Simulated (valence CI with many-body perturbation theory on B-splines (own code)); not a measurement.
**Valence orbitals of Hg⁶⁷⁺**

Method: valence CI with perturbative core correlation (CI+MBPT): three valence electrons over a frozen Dirac-Fock core [Ne], a basis of 11 s, 11 p, 10 d, 8 f, 5 g, 2 h functions for each j, with the one-electron correlation potential Σ1, the two-electron term Σ2, the three-electron term Σ3, Breit, model QED; selected CI, second order for the rest, scaled by the run's own slope (own B-spline code, finite nucleus).

No measured spectrum was set against this ion. As an estimate, large intervals hold to a few tenths of a per cent, small ones and those within an open d or f shell to about a per cent.

These are the spectroscopic orbitals of the CI (the correlating ones are not listed), shaped by the core and the other valence electrons. h is the expectation value of the core's Dirac-Fock operator, without the valence repulsion; Σ1 is computed up to l = 3 at one energy for each symmetry, that of its lowest orbital but kept below the first core excitation, so for empty shells it is not the orbital's own correlation shift; Breit and QED include the response of the core, and the two lowest orbitals of each symmetry also the frequency dependence of Breit exchange, which makes a step in that column.

```tsv
Orbital	h (hartree)	Σ1 (cm⁻¹)	Breit (cm⁻¹)	QED (cm⁻¹)	⟨r⟩ (bohr)
3s1/2	-317.14	-7776	64306	55391	0.1661
4s1/2	-172.13	-2644	24950	22310	0.3076
5s1/2	-107.74	-1219	11902	10954	0.4941
6s1/2	-73.695	-668	6660	6178	0.7245
7s1/2	-53.55	-406	4099	3820	0.9989
8s1/2	-40.657	-266	2702	2525	1.317
3p1/2	-310.45	-10267	108355	5072	0.1555
4p1/2	-169.36	-3427	42106	2055	0.2991
5p1/2	-106.36	-1589	20279	1025	0.4870
6p1/2	-72.907	-872	11395	582	0.7189
7p1/2	-53.06	-531	7032	362	0.9949
8p1/2	-40.332	-348	4644	240	1.315
3p3/2	-290.32	-8308	56627	9046	0.1678
4p3/2	-161.12	-2927	22323	3693	0.3155
5p3/2	-102.22	-1387	12250	1854	0.5075
6p3/2	-70.543	-771	6943	1059	0.7437
7p3/2	-51.587	-474	4312	661	1.024
8p3/2	-39.353	-312	2862	440	1.348
3d3/2	-282.65	-10561	48701	-1249	0.1428
4d3/2	-158.2	-3031	17818	-355	0.2928
5d3/2	-100.78	-1363	8504	-149	0.4867
6d3/2	-69.733	-742	4750	-77.1	0.7246
7d3/2	-51.084	-451	2926	-45.2	1.007
3d5/2	-278.08	-8947	23341	1180	0.1465
4d5/2	-156.23	-2551	8373	635	0.2974
5d5/2	-99.771	-1150	4127	350	0.4923
6d5/2	-69.146	-628	2312	210	0.7312
7d5/2	-50.715	-383	1428	134	1.014
4f5/2	-154.7	-2607	1892	-308	0.2578
5f5/2	-99.012	-1266	1292	-160	0.4539
6f5/2	-68.715	-713	797	-93.1	0.6940
7f5/2	-50.446	-442	530	-58.6	0.9782
4f7/2	-153.84	-2423	596	169	0.2602
5f7/2	-98.571	-1169	403	84.3	0.4566
6f7/2	-68.459	-657	238	48.5	0.6971
7f7/2	-50.285	-406	158	30.6	0.9818
5g7/2	-98.448		46.4	-79.6	0.4002
6g7/2	-68.383		45.7	-46.8	0.6410
7g7/2	-50.235		35.3	-29.8	0.9261
5g9/2	-98.19		10.6	60.5	0.4019
6g9/2	-68.234		10.4	34.7	0.6429
7g9/2	-50.141		7.7	21.7	0.9282
6h9/2	-68.223				0.5702
6h11/2	-68.124				0.5716
```

Among the shells of the start configuration 3s2 3p1, Σ1 is largest in size for 3p1/2, where it is 0.015 % of h.

Lowest root of each symmetry, sizes in configuration state functions:

```
   J  Parity  Roots  Reference  Variational  Second order  Change by selected CI (cm⁻¹)  Change by second order (cm⁻¹)
 1/2    even     17         93        10392          8213                         -6173                              0
 3/2    even     23        146        16531         19351                         -3728                              0
 5/2    even     21        149        18219         23529                         -4856                             -1
 7/2    even     12        108        16883         14849                         -6172                             -1
 9/2    even      8         68        13341         20146                         -5856                             -2
11/2    even      2         27         7372         14071                        -11252                             -3
 1/2     odd     17         93        10296          9226                         -5993                              0
 3/2     odd     25        149        17147         18780                         -5398                              0
 5/2     odd     20        148        17882         22983                         -5548                             -1
 7/2     odd     14        115        16275         21441                         -6043                             -1
 9/2     odd      7         66        12260         18822                         -3426                             -1
11/2     odd      3         31         9037         17299                         -7893                             -2
```
